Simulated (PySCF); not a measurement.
# InC: frontier orbitals

PBE0 at R = 2.210 Å; In cc-pVTZ-PP with ECP28, C cc-pVTZ; scalar-relativistic core potentials (PySCF 2.14). State: ⁴Σ⁻ (quartet), unpaired electrons σ ↑, π ↑↑. Only the outer orbitals are listed, counted within each symmetry, core potentials removing the inner ones.

```tsv
spin	orbital	occ.	ε (eV)	on In (%)	main shells (%)
α	5σ	1	-16.13	18	82 C s, 9 In s
α	6σ	1	-9.64	68	67 In s, 24 C p, 9 C s
α	3π	1	-6.46	15	85 C p, 12 In p
α	3π	1	-6.46	15	85 C p, 12 In p
α	7σ	1	-6.10	49	50 C p, 28 In p, 20 In s
α	4π	0	-1.52	90	88 In p, 10 C p
α	4π	0	-1.52	90	88 In p, 10 C p
α	8σ	0	0.54	101	87 In p
β	5σ	1	-12.64	33	65 C s, 25 In s
β	6σ	1	-8.01	76	68 In s, 19 C s
β	3π	0	-2.30	76	75 In p, 24 C p
β	3π	0	-2.30	76	75 In p, 24 C p
β	7σ	0	-1.97	43	52 C p, 33 In p, 8 In s
```

Task: Which are the highest filled and the lowest empty level, where do they sit, and how wide is the gap?

Result: Highest filled α 7σ at -6.10 eV (in %: 50 C p, 28 In p, 20 In s); lowest empty β 3π at -2.30 eV (in %: 75 In p, 24 C p); the gap at PBE0 is 3.80 eV.

```json
{
 "bond order (Mayer)": "1.27",
 "⟨S²⟩": "3.755",
 "charge on In (Mulliken, basis-dependent)": "0.32",
 "charge on In (Löwdin, basis-dependent)": "0.20",
 "dipole moment (positive dipole means In(−)C(+))": "-2.71 D",
 "polarisability along the bond": "77.7 bohr³",
 "polarisability across the bond": "45.1 bohr³"
}
```

Shares are Mulliken populations and can fall outside 0 to 100 %.

Spin–orbit coupling is left out. The state is the lowest determinant that a PBE0 search found; another state may lie lower at other levels.
